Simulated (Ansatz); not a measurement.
The same ligand exchange along the group B, Al, Ga, In.

Gas-phase electronic energies from Ansatz, PBE0-D4/def2-TZVP geometries. CCSD(T)/CBS is the MP2 limit (def2-TZVPP, def2-QZVPP) plus CCSD(T) − MP2 in def2-TZVPP, frozen cores. This one scheme is used for every species. DFT in def2-TZVPP. Elements past krypton have def2 core potentials. For Ga, In outer-core shells are correlated without core-valence functions, which leaves a few kJ/mol of doubt a bond. Scalar relativity is left out up to krypton. Each species was taken in one conformer, which may not be the lowest.

| reaction | ωB97X-V (eV) | B2PLYP (eV) | MP2/CBS(def2) (eV) | ωB97M-V (eV) |
| --- | --- | --- | --- | --- |
| `NB(N)O` + HCl → `NB(N)Cl` + H₂O | 0.12 | 0.14 | 0.04 | 0.12 |
| `[NH2][Al]([NH2])[OH]` + HCl → `[NH2][Al]([NH2])[Cl]` + H₂O | -0.40 | -0.36 | -0.43 | -0.39 |
| `[NH2][Ga]([NH2])[OH]` + HCl → `[NH2][Ga]([NH2])[Cl]` + H₂O | -0.73 | -0.70 | -0.75 | -0.75 |
| `[NH2][In]([NH2])[OH]` + HCl → `[NH2][In]([NH2])[Cl]` + H₂O | -1.02 | -0.99 | -1.03 | -1.04 |

Task: Give the CCSD(T)/CBS values in the same order. (Estimate.)

Result: The calculation gave: 0.10, -0.40, -0.73, -1.01 eV.

Largest T1 diagnostic: 0.015, for `[NH2][In]([NH2])[OH]`.
